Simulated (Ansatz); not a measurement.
Cd₂S₂, relaxed as a singlet with RKS r2SCAN-D4/def2-SVP in Ansatz, starting from the GFN1-xTB geometry. Force threshold 0.02 eV/Å.

In the def2 sets Cd takes a core potential; there is no spin–orbit coupling. At PBE0-D4/def2-TZVP a triplet of charge 0 lies 0.07 eV below the restricted singlet, each at its own geometry. The structure comes from a short search, and lower isomers may exist.

Start:

| atom | x (Å) | y (Å) | z (Å) |
| --- | --- | --- | --- |
| Cd1 | 0.323 | 2.152 | 0.460 |
| Cd2 | 0.912 | -2.958 | -0.421 |
| S3 | -1.316 | 0.565 | 0.870 |
| S4 | 0.081 | 0.240 | -0.909 |

```json
{"step": "1", "energy (eV)": "-30792.9863", "largest force component (eV/Å)": "1.212", "SCF passes": "44"}
{"step": "2", "energy (eV)": "-30793.1465", "largest force component (eV/Å)": "0.515", "SCF passes": "46"}
{"step": "3", "energy (eV)": "-30793.3083", "largest force component (eV/Å)": "0.815", "SCF passes": "45"}
{"step": "4", "energy (eV)": "-30793.5013", "largest force component (eV/Å)": "0.820", "SCF passes": "45"}
{"step": "5", "energy (eV)": "-30793.6959", "largest force component (eV/Å)": "0.492", "SCF passes": "45"}
{"step": "6", "energy (eV)": "-30793.8462", "largest force component (eV/Å)": "0.548", "SCF passes": "51"}
{"step": "7", "energy (eV)": "-30793.9954", "largest force component (eV/Å)": "0.811", "SCF passes": "46"}
{"step": "8", "energy (eV)": "-30794.1080", "largest force component (eV/Å)": "0.235", "SCF passes": "40"}
{"step": "9", "energy (eV)": "-30794.1246", "largest force component (eV/Å)": "0.127", "SCF passes": "37"}
{"step": "10", "energy (eV)": "-30794.1294", "largest force component (eV/Å)": "0.024", "SCF passes": "33"}
{"step": "11", "energy (eV)": "-30794.1296", "largest force component (eV/Å)": "0.003", "SCF passes": "34"}
```

Force components are those of the run's own axes.

End:

```csv
atom,x (Å),y (Å),z (Å)
Cd1,-0.0486,2.2843,0.3269
Cd2,0.0476,-2.2843,-0.3280
S3,-0.6012,-0.1529,0.9787
S4,0.6023,0.1528,-0.9776
```

Bonds formed: Cd2–S3, Cd2–S4 (atoms count from 1).

No frequencies were taken in this run, so the end may be a saddle point.

Run time 65 s (2 threads of Arm Neoverse V1 on a shared host).
